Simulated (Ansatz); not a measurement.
`[CH3][In]([OH])[Cl]`, relaxed with RKS PBE0-D4/def2-TZVP in the Gaussian-basis code of Ansatz from a PBE-D4/def2-SVP geometry. The force threshold is 0.005 eV/Å; the program also tests the step.

Total charge 0; spin multiplicity 1. In takes the def2 core potential.

Start:

```xyz
8

C    -0.299   -1.364   -0.028
In    0.037    0.753   -0.320
O     0.804    2.170    0.902
Cl   -0.537    1.811   -2.364
H    -0.886   -1.517    0.897
H    -0.854   -1.747   -0.904
H     0.679   -1.876    0.060
H     1.057    1.770    1.757
```

(1) How much energy does the relaxation release, and in how many steps? (Best estimate.)

(2) Which bonds change most? (Estimate.)

(3) Give the relaxed structure. (An estimate is asked.)

Results:

(1) Ansatz gave: 5.85 kJ/mol, in 4 steps.

(2) The calculation gave: In2–Cl4 from 2.372 to 2.327 Å; In2–O3 from 2.022 to 1.978 Å; C1–In2 from 2.164 to 2.131 Å; O3–H8 from 0.978 to 0.960 Å.

(3) Computed: 
```xyz
8

C    -0.294   -1.336   -0.028
In    0.026    0.748   -0.336
O     0.787    2.105    0.886
Cl   -0.524    1.804   -2.335
H    -0.864   -1.489    0.888
H    -0.841   -1.740   -0.878
H     0.668   -1.839    0.063
H     1.043    1.746    1.740
```
